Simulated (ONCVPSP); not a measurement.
Varying the ONCV potential for P (Z = 15)

Base potential:

```
Element                 : phosphorus
Generator               : ONCVPSP 4.0.1
Type                    : optimised norm-conserving Vanderbilt (ONCV)
Functional              : PBEsol
Relativity              : non-relativistic
Frozen core             : [Ne]
Valence charge          : 5
Reference configuration : 3s2 3p3
Partial waves           : 3s: rc 1.60 bohr, ncon 4, nbas 7, qcut 4.2 1/bohr, 2 projectors, debl 2.8 Ha; 3p: rc 1.75 bohr, ncon 3, nbas 6, qcut 3.8 1/bohr, 1 projector; d scattering state at 0.28 Ha: rc 1.40 bohr, ncon 5, nbas 10, qcut 6.7 1/bohr, 1 projector
Local potential         : polynomial inside 1.15 bohr (lpopt 5, dvloc0 6 Ha)
Core correction         : Teter function, fcfact 4.5, rcfact 1.8
```

Cutoffs, loose and tight: the cutoffs (Ha) at which the residual kinetic energy of the hardest occupied pseudo-wave falls to 1 and 0.1 mHa per electron. They do not see the model core or the augmentation charge, which bear on the density cutoff. Test errors are all-electron minus pseudo excitation energies from the reference, over the configurations 3s2 3p2; 3s2 3p1; 3s2 3p0; 3s1 3p4. A dash means not determined; rows that change the core or the reference have their own tests.

```csv
change,outcome,"cutoff, loose","cutoff, tight",bound ghosts,GHOST(+) flags above zero,largest test error (meV)
base,generated,11 Ha,39 Ha,none,s,-131
s: nproj 1,generated,11 Ha,39 Ha,none,none,-103
```

Problem. What comes out with this change to the base: all radii but the core radius scaled by about 0.86 (s 1.38, p 1.52, d 1.20 bohr); local potential polynomial inside 1.00 bohr (lpopt 5, dvloc0 6 Ha)?

Solution. outcome: generated; cutoff, loose: 10 Ha; cutoff, tight: 31 Ha; bound ghosts: none; GHOST(+) flags above zero: s; largest test error (meV): -125.

Problem. What comes out with this change to the base: p: rc 2.38?

Solution. outcome: generated; cutoff, loose: 11 Ha; cutoff, tight: 39 Ha; bound ghosts: none; GHOST(+) flags above zero: s; largest test error (meV): -169.

Problem. What comes out with this change to the base: s: nbas 8?

Solution. outcome: generated; cutoff, loose: 10 Ha; cutoff, tight: 55 Ha; bound ghosts: none; GHOST(+) flags above zero: s; largest test error (meV): -130.
